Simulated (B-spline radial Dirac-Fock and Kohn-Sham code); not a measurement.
# Binding energies of Dy⁺

System: the Dy⁺ ion in the configuration [Xe] 4f10 6s1, inside a Watson sphere of charge -1 and radius 2.4 Å (a model of the Madelung potential; inside it an electron's potential energy is raised by 6.0 eV); nuclear rms radius 5.2218 fm (A = 164).

The computed values come from a radial B-spline solver: ΔSCF Dirac-Fock with Breit, self-energy and vacuum polarisation, finite nucleus, configuration average. The model has no electron correlation. Energies are counted from the vacuum level. Subshells whose hole state is unreliable or did not converge are left out.

All terms are in eV, carry their sign (relaxation lowers the binding energy) and add up to the binding energy; ⟨r⟩ is the mean radius of the orbital in the initial state.

| subshell | −ε (Koopmans) | relaxation | Breit | QED | binding energy | ⟨r⟩ (bohr) |
| --- | --- | --- | --- | --- | --- | --- |
| 1s | 54109.7 | -81.85 | -157.18 | -81.54 | 53789.1 | 0.021 |
| 2s | 9132.5 | -48.42 | -16.68 | -11.27 | 9056.1 | 0.089 |
| 2p1/2 | 8664.2 | -52.49 | -27.69 | 0.34 | 8584.4 | 0.074 |
| 2p3/2 | 7861.9 | -50.23 | -17.46 | -0.87 | 7793.3 | 0.081 |
| 3s | 2085.7 | -27.31 | -2.87 | -2.53 | 2053.0 | 0.233 |
| 3p1/2 | 1881.6 | -28.09 | -4.95 | 0.03 | 1848.6 | 0.223 |
| 3p3/2 | 1711.8 | -26.99 | -2.86 | -0.21 | 1681.7 | 0.237 |
| 3d3/2 | 1365.8 | -29.18 | -2.02 | 0.21 | 1334.8 | 0.209 |
| 3d5/2 | 1329.1 | -28.76 | -1.22 | 0.11 | 1299.2 | 0.214 |
| 4s | 438.0 | -11.88 | -0.57 | -0.58 | 425.0 | 0.530 |
| 4p1/2 | 355.8 | -11.53 | -0.98 | 0.02 | 343.3 | 0.542 |
| 4p3/2 | 317.6 | -10.71 | -0.50 | -0.04 | 306.3 | 0.571 |
| 4d3/2 | 181.4 | -9.96 | -0.25 | 0.05 | 171.2 | 0.606 |
| 4d5/2 | 174.3 | -9.66 | -0.09 | 0.03 | 164.6 | 0.617 |
| 4f | 13.62 | -6.79 | 0.10 | 0.02 | 6.95 | 0.841 |
| 5p1/2 | 35.78 | -1.88 | -0.11 | 0.01 | 33.80 | 1.490 |
| 5p3/2 | 30.79 | -1.64 | -0.04 | 0.00 | 29.11 | 1.591 |
| 6s | 5.17 | -0.02 | 0.00 | -0.01 | 5.14 | 4.305 |

For the deepest level, K (1s), the Breit terms make up -0.292 % of the binding energy, QED -0.152 % and orbital relaxation -0.152 %.

Spin-orbit splittings: 2p 791.0 eV, 3p 166.9 eV, 3d 35.54 eV, 4p 36.99 eV, 4d 6.64 eV, 5p 4.69 eV.
